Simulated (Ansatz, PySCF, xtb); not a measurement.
Gas-phase reaction R1 → P1 + P2, each structure at its B3LYP-D3(BJ)/def2-TZVP stationary point, reached from a drawn start (curvature not checked).
P1: Si2H6 (SMILES [SiH3][SiH3]), charge 0, multiplicity 1.
R1, H8Si3 (SMILES [SiH3][SiH2][SiH3]) (charge 0, multiplicity 1):
| atom | x (Å) | y (Å) | z (Å) |
|---|---|---|---|
| Si | 1.8152 | 0.7381 | -0.0380 |
| Si | 0.1918 | -0.9515 | -0.1082 |
| Si | -1.9559 | -0.0396 | 0.1174 |
| H | 3.1815 | 0.1787 | -0.1794 |
| H | 1.5812 | 1.7055 | -1.1378 |
| H | 1.7296 | 1.4636 | 1.2530 |
| H | 0.4373 | -1.9231 | 0.9888 |
| H | 0.2891 | -1.6814 | -1.3987 |
| H | -2.2107 | 0.9235 | -0.9815 |
| H | -2.0623 | 0.6816 | 1.4093 |
| H | -2.9968 | -1.0955 | 0.0752 |
P2, SiH2 (SMILES [SiH2]) (charge 0, multiplicity 1, Z-matrix in Å and degrees):
```
Si
H 1 1.5234
H 1 1.5234 2 91.51
```

P less R. No zero-point or thermal terms.

Frozen-core correlation throughout. CBS: X⁻³ extrapolation of the correlation energy, Hartree–Fock from the larger set.

The values were computed with Ansatz (Gaussian basis) for Hartree–Fock, density functionals and correlated methods; PySCF for the D3/D4 terms; xtb for the GFN methods. Each number belongs to the level named beside it.

The comparison value is 58.94 kcal/mol (CCSD(T)/CBS(cc-pV(T+d)Z, cc-pV(Q+d)Z)). It is a level with limits of its own, not the exact answer.

### Question
Order these levels by how close they come to the comparison value for the reaction energy, closest first: GFN2-xTB, BLYP-D3(BJ)/def2-TZVPP, PBE-D4/def2-TZVPP, HF/cc-pV(T+d)Z, revPBE/def2-TZVPP. Give each level's value less the comparison value.

### Answer
revPBE/def2-TZVPP (-2.57 kcal/mol), PBE-D4/def2-TZVPP (2.89 kcal/mol), BLYP-D3(BJ)/def2-TZVPP (-3.22 kcal/mol), HF/cc-pV(T+d)Z (-7.56 kcal/mol), GFN2-xTB (-17.18 kcal/mol)

Ansatz is a program for electronic structure.
